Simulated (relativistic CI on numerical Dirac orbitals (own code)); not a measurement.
## What each ingredient does to the levels of Ge XV

Base calculation: Dirac-Coulomb-Breit CI, KLI orbitals optimised for each configuration, model QED, unscaled Slater integrals.

Configuration list (outside the closed core [Ne]): 3s2 3p6, 3s2 3p5 3d, 3s 3p6 3d, 3s2 3p5 4s, 3s2 3p5 4p, 3s2 3p5 4d, 3s 3p6 4s, 3s2 3p5 4f, 3s 3p6 4p, 3p6 3d2, 3p5 3d3, 3p5 3d2 4s, 3p5 3d2 4p, 3p5 3d2 4d. Double excitations out of closed p, d and f shells are left out; levels of such configurations are missing from the list, as are those of other unlisted configurations, and high levels can miss mixing partners. These lack a partner that the ground configuration has and come out too high: 3s2 3p5 4f.

Variants: (1) configuration mixing switched off. Shifts of the energy above 3s2 3p6 1S_0, in cm⁻¹, for the lowest level and the first level of each name with at least 55 % of one term (blank where a level changes its place among those of its configuration and J or its character, or is not in the variant):

```tsv
Level	Base	Δ(1)
3s2 3p6 1S_0	0	0
3s2 3p5 3d 3P°_0	586432	-287
3s2 3p5 3d 3P°_1	593805	-284
3s2 3p5 3d 3P°_2	609272	-280
3s2 3p5 3d 3F°_4	619881	-431
3s2 3p5 3d 3F°_3	625021	-437
3s2 3p5 3d 3F°_2	637564	-435
3s2 3p5 3d 3D°_3	666940	-458
3s2 3p5 3d 3D°_1	683154	-446
3s2 3p5 3d 3D°_2	696078	-431
3s2 3p5 3d 1P°_1	880813	-84
3s 3p6 3d 3D_1	1164633	+217
3s 3p6 3d 3D_2	1167519	+215
3s 3p6 3d 3D_3	1172552	+205
```

At this charge energies of transitions that change n are usually good to better than 1 %, and those within a shell (Δn = 0) to a few per cent.

Ionisation energy from the two ground configurations alone: base 526.736 eV. The NIST ASD value (semi-empirical) is 527.9 eV.

LS names give the leading component of a level, which can be under half, so a name can repeat, a term be missing and a line seem to break the LS rules.
